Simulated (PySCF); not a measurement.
ClH₃MgOSi, SMILES [SiH3][O][Mg][Cl].

Geometry: PBE0-D3(BJ)/def2-SVP. One conformer was computed; it need not be the lowest.

The numbers are results of TDA-M06-2X/def2-SVPD (PySCF 2.14.0), not measurements.

Vertical excitations; the highest root listed may be one member of a degenerate set. The molecule is in vacuum. State labels are in the subgroup Cs.

```json
[
 {"state": "S1", "symmetry": "A\"", "energy (eV)": "5.88", "λ (nm)": "211", "f": "0.008", "main pairs": "HOMO→LUMO (degenerate set)"},
 {"state": "S2", "symmetry": "A'", "energy (eV)": "5.88", "λ (nm)": "211", "f": "0.008", "main pairs": "HOMO−1→LUMO (degenerate set)"},
 {"state": "S3", "symmetry": "A\"", "energy (eV)": "6.24", "λ (nm)": "199", "f": "0.062", "main pairs": "HOMO−2→LUMO (degenerate set)"},
 {"state": "S4", "symmetry": "A'", "energy (eV)": "6.24", "λ (nm)": "199", "f": "0.062", "main pairs": "HOMO−3→LUMO (degenerate set)"},
 {"state": "S5", "symmetry": "A'", "energy (eV)": "7.42", "λ (nm)": "167", "f": "0.004", "main pairs": "HOMO−1→LUMO+1, HOMO→LUMO+2 (degenerate set)"},
 {"state": "S6", "symmetry": "A\"", "energy (eV)": "7.42", "λ (nm)": "167", "f": "0.004", "main pairs": "HOMO→LUMO+1, HOMO−1→LUMO+2 (degenerate set)"},
 {"state": "S7", "symmetry": "A\"", "energy (eV)": "7.42", "λ (nm)": "167", "f": "0.000", "main pairs": "HOMO−1→LUMO+2, HOMO→LUMO+1 (degenerate set)"},
 {"state": "S8", "symmetry": "A'", "energy (eV)": "7.46", "λ (nm)": "166", "f": "0.092", "main pairs": "HOMO−4→LUMO 78 %"},
 {"state": "S9", "symmetry": "A'", "energy (eV)": "7.74", "λ (nm)": "160", "f": "0.153", "main pairs": "HOMO→LUMO+2 45 %, HOMO−1→LUMO+1 44 %"},
 {"state": "S10", "symmetry": "A\"", "energy (eV)": "7.76", "λ (nm)": "160", "f": "0.000", "main pairs": "HOMO−2→LUMO+1 42 %, HOMO−3→LUMO+2 42 %"},
 {"state": "T1", "symmetry": "A\"", "energy (eV)": "5.71", "λ (nm)": "217", "f": "0", "main pairs": "HOMO→LUMO (degenerate set)"},
 {"state": "T2", "symmetry": "A'", "energy (eV)": "5.71", "λ (nm)": "217", "f": "0", "main pairs": "HOMO−1→LUMO (degenerate set)"},
 {"state": "T3", "symmetry": "A\"", "energy (eV)": "6.09", "λ (nm)": "204", "f": "0", "main pairs": "HOMO−2→LUMO (degenerate set)"},
 {"state": "T4", "symmetry": "A'", "energy (eV)": "6.09", "λ (nm)": "204", "f": "0", "main pairs": "HOMO−3→LUMO (degenerate set)"}
]
```
Triplets are in the Tamm–Dancoff approximation.
